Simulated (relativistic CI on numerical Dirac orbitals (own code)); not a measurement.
# Fe³⁺ in a cubic cluster: 3s photoemission with charge transfer

Computed with a charge-transfer multiplet model of a cubic metal-ligand cluster with up to 2 ligand holes, Slater and spin-orbit integrals from Dirac-Coulomb-Breit ions, Slater integrals scaled by 0.8. The ground state mixes d5 with configurations of k ligand holes L, whose averages lie at kΔ + k(k − 1)U_dd/2; a core hole lowers each added d electron by U_cd. 300 K, Lorentzian 1.4 eV and Gaussian 0.8 eV FWHM.

Atomic integrals in eV (Slater integrals scaled, ζ unscaled), ground: F2dd 9.587, F4dd 5.993, zeta_d 0.056; with the core hole: F2dd 10.413, F4dd 6.546, zeta_d 0.065, G2cd 10.337.

Cluster parameters (eV): Δ = 3.1, U_cd = 7.2, 10Dq = 1.8, 10Dq(ligand) = 0.5, V(eg) = 2.8, V(t2g) = -1.48, final-state hopping factor = 1.

```csv
Case,n_d,d5,d6L,d7L2,S
U_dd = 5.1 eV,5.35,0.68,0.29,0.03,2.49
U_dd = 6.5 eV,5.34,0.69,0.29,0.02,2.49
U_dd = 7.2 eV,5.33,0.69,0.29,0.02,2.49
```

Weights, n_d and S are thermal averages at 300 K. Binding energies count from the first peak over 30 % of the highest in each spectrum, which can be another peak from case to case. The parameters are a model scan and need not match a compound or its usual spin state. Peaks in eV (height, largest 100):
- U_dd = 5.1 eV: 0.0 (100), 3.8 (14), 8.4 (28), 10.4 (50), 18.9 (20)
- U_dd = 6.5 eV: 0.0 (100), 3.9 (12), 8.7 (27), 10.6 (51), 19.3 (20)
- U_dd = 7.2 eV: 0.0 (100), 3.9 (12), 8.9 (27), 10.6 (52), 19.5 (19)

For the case U_dd = 6.5 eV, Δ = 3.1 eV is smaller than U_dd = 6.5 eV, the charge-transfer side of the Zaanen-Sawatzky-Allen scheme. With the core hole the average of the configuration with one ligand hole lies at Δ − U_cd = -4.1 eV before mixing: the effective hopping of about 4.5 eV (from the holes of the mixed ground state) is comparable with this gap or larger, so the configurations mix strongly.

Without intra-shell correlation the exchange splitting of the 3s hole comes out too large.
